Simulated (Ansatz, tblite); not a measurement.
Forces on Li9Br9 (started as a model of: 2x3x3 LiBr rock-salt block) at its PBE-D4/def2-SVP geometry. Charge 0, multiplicity 1.

The xTB rows come from tblite.

GFN2-xTB (tblite), largest force 0.35 eV/Å:

```xyz
18
positions Å, forces eV/Å
Li   -1.116   -3.240   -0.442   -0.273   -0.209    0.076
Br   -0.718   -2.458    1.868    0.031    0.047   -0.044
Li    0.639   -0.935    3.264   -0.165   -0.067    0.303
Br   -2.438   -1.413   -1.452    0.063    0.027    0.019
Li   -1.269   -0.061    0.639   -0.233   -0.011    0.117
Br   -0.390    1.277    2.875    0.025   -0.023   -0.063
Li   -2.309    0.855   -2.424   -0.346    0.043   -0.046
Br   -2.111    2.322   -0.445    0.057   -0.043    0.000
Li   -0.555    3.160    1.282   -0.239    0.185    0.182
Br    0.984   -3.453   -1.596    0.060    0.119    0.006
Li    1.647   -2.158    0.563    0.297   -0.171   -0.034
Br    2.910   -0.921    2.473   -0.003    0.035   -0.128
Li    0.059   -1.194   -2.501    0.165   -0.091   -0.288
Br    1.087    0.052   -0.547   -0.095   -0.005    0.047
Li    1.949    1.290    1.492    0.322    0.114    0.043
Br   -0.327    1.045   -3.773    0.104   -0.030    0.078
Li    0.361    2.254   -1.573    0.190    0.195   -0.211
Br    1.599    3.576    0.297    0.040   -0.114   -0.057
```

PBE-D4/def2-SVP (Ansatz), largest force 0.02 eV/Å:

```
Li -0.002 0.000 0.001
Br -0.001 -0.005 0.003
Li -0.001 0.000 0.001
Br -0.004 -0.003 -0.003
Li 0.017 0.001 -0.009
Br -0.001 0.003 0.005
Li -0.002 0.000 0.000
Br -0.004 0.005 -0.001
Li -0.002 0.000 0.001
Br 0.001 0.014 0.004
Li 0.003 -0.007 0.003
Br -0.006 0.004 -0.012
Li -0.003 -0.004 -0.007
Br -0.003 0.000 0.001
Li 0.004 0.004 0.006
Br 0.006 -0.004 0.012
Li -0.002 0.007 -0.004
Br -0.001 -0.013 -0.004
```

r2SCAN-D4/def2-SVP (Ansatz), largest force 0.08 eV/Å:

```
Li -0.050 -0.065 0.005
Br 0.003 -0.018 0.009
Li -0.015 -0.020 0.078
Br -0.009 -0.010 -0.014
Li -0.032 -0.001 0.016
Br 0.005 0.010 0.017
Li -0.073 0.016 -0.034
Br -0.007 0.018 -0.007
Li -0.039 0.061 0.039
Br 0.012 -0.011 -0.009
Li 0.051 -0.034 -0.003
Br 0.018 -0.003 0.004
Li 0.025 -0.018 -0.053
Br 0.005 0.000 -0.003
Li 0.056 0.022 0.012
Br 0.008 0.004 -0.016
Li 0.030 0.037 -0.038
Br 0.014 0.012 -0.003
```
